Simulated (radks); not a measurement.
Correlation energies from several functionals, in hartree. Species: Pb4+ [Xe] 4f14 5d10; Li+ [He]; Ca2+ [Ar]; Li [He] 2s1; Zr4+ [Kr]. Calculated with a radial shooting solver on a logarithmic mesh with Libxc functionals: non-relativistic Kohn-Sham, LDA (Slater exchange, Perdew-Wang correlation), spin-polarised, spherical densities, point nucleus. Every spin shell is full or empty, so the densities are truly spherical. Functionals are evaluated on that one density, not self-consistently.

functional,Pb4+,Li+,Ca2+,Li,Zr4+
PW92,-8.3676,-0.13364,-1.5123,-0.15016,-3.4738
Wigner,-4.2571,-0.10126,-0.94677,-0.10415,-1.9384
Chachiyo,-8.2794,-0.13038,-1.4864,-0.14699,-3.4273
PBEsol,-5.5049,-0.055998,-0.85791,-0.064210,-2.1167
LYP,-4.3245,-0.047561,-0.78880,-0.053743,-1.8260
P86,-5.5243,-0.044726,-0.84162,-0.052176,-2.1128
PW91,-5.2861,-0.049967,-0.81093,-0.056852,-2.0172
AM05,-7.8950,-0.11639,-1.3765,-0.13110,-3.2174
OP (B88),-4.2623,-0.060317,-0.76794,-0.061758,-1.7764
TPSS,-4.9234,-0.045266,-0.74381,-0.048941,-1.8572
revTPSS,-4.9601,-0.048015,-0.75963,-0.052013,-1.8812
SCAN,-4.9297,-0.040184,-0.72459,-0.045990,-1.8434
r2SCAN,-4.9440,-0.040184,-0.73188,-0.046033,-1.8601
B95,-6.1377,-0.049754,-0.87844,-0.053623,-2.2735
